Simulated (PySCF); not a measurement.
Gas-phase reaction: 2 SnH₂ + 4 C₃H₇ (i-propyl) → 2 Sn(CH₃)₄ + C₄H₈ (isobutene)

Method: PySCF energies plus ideal-gas RRHO corrections (1 bar). † marks an energy on the PBE0/def2-TZVP geometry and frequencies; other levels use their own. MP2 and CCSD(T) freeze the core. Open shells (unrestricted): C₃H₇ (i-propyl) (multiplicity 2); the rest are closed-shell singlets. B3LYP is the form with VWN-RPA correlation. Sn: scalar-relativistic def2 core potential, no spin-orbit coupling. SnH₂: computed as isolated molecules; such fragments, hydroxides, amides, oligomers or adducts are transient or little studied in the gas. MP2 isn't extrapolated to the basis-set limit. CCSD(T) isn't extrapolated to the basis-set limit.

```json
[
 {"level": "B3LYP/def2-TZVP†", "ΔH°(298 K), kJ": "-732"},
 {"level": "CCSD(T)/def2-SVP†", "ΔH°(298 K), kJ": "?"},
 {"level": "HF/def2-TZVP†", "ΔH°(298 K), kJ": "?"},
 {"level": "M06-2X/def2-TZVP†", "ΔH°(298 K), kJ": "-883"},
 {"level": "MP2/def2-SVP†", "ΔH°(298 K), kJ": "-845"},
 {"level": "MP2/def2-TZVPP†", "ΔH°(298 K), kJ": "-975"},
 {"level": "PBE/def2-TZVP†", "ΔH°(298 K), kJ": "?"},
 {"level": "PBE0/def2-SVP†", "ΔH°(298 K), kJ": "-731"},
 {"level": "PBE0/def2-TZVP", "ΔH°(298 K), kJ": "?"},
 {"level": "r2SCAN/def2-TZVP†", "ΔH°(298 K), kJ": "-778"},
 {"level": "LDA/def2-TZVP†", "ΔH°(298 K), kJ": "-920"}
]
```

Fill in the missing entries.


- CCSD(T)/def2-SVP†, ΔH°(298 K), kJ: -761
- HF/def2-TZVP†, ΔH°(298 K), kJ: -538
- PBE/def2-TZVP†, ΔH°(298 K), kJ: -784
- PBE0/def2-TZVP, ΔH°(298 K), kJ: -787
